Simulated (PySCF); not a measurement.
## Core-level binding energies of `[SiH3][O][GeH2][CH]1CCC1`

C4H12GeOSi.
SMILES with atom numbers: `[SiH3:1][O:2][GeH2:3][CH:4]1[CH2:5][CH2:6][CH2:7]1`

Computed, not measured: delta-SCF UKS SCAN, pcX-2 on the ionised atom, pcseg-1 elsewhere, spin-free X2C in PySCF. Vertical ΔSCF values, vacuum level as zero.

**Question.** Give the core binding energies atom by atom.

**Answer.** 
| atom(s) | bonded to | level | binding energy (eV) | 2p1/2 (eV) | above the level's lowest (eV) | count |
| --- | --- | --- | --- | --- | --- | --- |
| Si1 | O and 3 H | Si 2p3/2 | 107.10 | 107.73 | 0.00 | 1 |
| C4 | 2 C, H and Ge | C 1s | 290.16 | – | 0.00 | 1 |
| C5/C7 | 2 C and 2 H | C 1s | 290.39 | – | +0.23 | 2 |
| C6 | 2 C and 2 H | C 1s | 290.42 | – | +0.26 | 1 |
| O2 | Ge and Si | O 1s | 537.06 | – | 0.00 | 1 |
| Si1 | O and 3 H | Si 1s | 1847.01 | – | 0.00 | 1 |

Lowest listed C 1s: C4, bonded to 2 C, H and Ge. Highest, 0.26 eV above it: C6, bonded to 2 C and 2 H. Summing the Pauling electronegativity differences to the bonded atoms, each weighted by its formal bond order, gives -0.89 for the lowest site and -0.70 for the highest; no listed site has a larger sum than the highest. The values 290.39 and 290.42 eV lie too close for their order to be trusted.

**Question.** Which photon energy gives electrons from C 1s of C4 a kinetic energy of 100 eV, and what is their de Broglie wavelength?

**Answer.** hν = 290.16 + 100 = 390.16 eV, recoil neglected; λ = 12.264 Å/√(E/eV) = 1.23 Å.

Topologically equivalent atoms share the value of their first member; where this conformer doesn't relate them by symmetry, their own values could differ. 2p3/2 and 2p1/2 are the ΔSCF energy of one spin-free 2p hole plus the eigenvalues of a spin–orbit and ligand-field matrix of the shell. 2p1/2 minus 2p3/2 (ligand field included): Si 0.62 eV. No level of germanium is listed. One conformer (not necessarily the lowest) at the PBE0-D3(BJ)/def2-SVP geometry, without solvent, vibrations or thermal averaging.

Conformer computed: `[SiH3:1][O:2][GeH2:3][CH:4]1[CH2:5][CH2:6][CH2:7]1`: Si1–O2–Ge3–C4 170°, O2–Ge3–C4–C5 50°.
